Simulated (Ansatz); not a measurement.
Two shapes of singlet TiO2.

Shape 1:

```xyz
3

Ti    0.0000    0.0000   -0.3577
O     0.0000    1.2196    0.4918
O     0.0000   -1.2196    0.4918
```

Shape 2:

```xyz
3

Ti    0.0000    0.0000   -0.4199
O     0.0000    1.4317    0.5774
O     0.0000   -1.4317    0.5774
```

Basis set: cc-pVTZ (spherical functions). Left uncorrelated: 7 orbitals. Charge 0, multiplicity 1.

Computed with Ansatz (development build ahead of 0.2.0); each method stands on the lowest determinant of its kind that the runs found.

(1) Which shape is lower in energy, and by how much in each method?

Results:

(1)

| method | E(2) − E(1) (eV) |
| --- | --- |
| RHF | -0.173 |
| RHF-MP2 | -1.645 |

Shape 2 is lower. Caution: no unrestricted run beside it, a lower state can exist; other spin multiplicities were not run; in another basis set an unrestricted determinant lies well below.
